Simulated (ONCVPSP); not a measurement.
## Ranking ONCV potentials for N (Z = 7)

All share these settings but for the change named:

- Element: nitrogen
- Generator: ONCVPSP 4.0.1
- Type: optimised norm-conserving Vanderbilt (ONCV)
- Functional: PBE
- Relativity: scalar-relativistic
- Frozen core: [He]
- Valence charge: 5
- Reference configuration: 2s2 2p2 (charge +1)
- Partial waves: 2s: rc 1.00 bohr, ncon 4, nbas 8, qcut 7.2 1/bohr, 2 projectors, debl 2.6 Ha; 2p: rc 1.10 bohr, ncon 4, nbas 7, qcut 7.1 1/bohr, 3 projectors, debl 3.5 Ha; d scattering state at 0.31 Ha: rc 1.20 bohr, ncon 3, nbas 6, qcut 8.7 1/bohr, 2 projectors, debl 3.9 Ha
- Local potential: polynomial inside 0.95 bohr (lpopt 5, dvloc0 0 Ha)
- Core correction: Teter function, fcfact 1.75, rcfact 1.55

Test errors are all-electron minus pseudo excitation energies from the reference, over 2s2 2p3; 2s2 2p1; 2s2 2p0; 2s1 2p3. None of these files shows a bound ghost.

The base gives 283.0 meV.

Of 6 variants that were run, those that failed, showed a ghost or another fault, or gave nearly equal values are left out.

A variant can come out equal or close to the base, since the largest error may sit in a test that the change hardly touches while other tests move.

Task: Rank these variants by their largest absolute test error, smallest first.
A. d: rc 1, qcut 10.4
B. p: rc 1.32
C. s: rc 1.36

Result: A (283.0 meV), C (342.9 meV), B (408.2 meV).
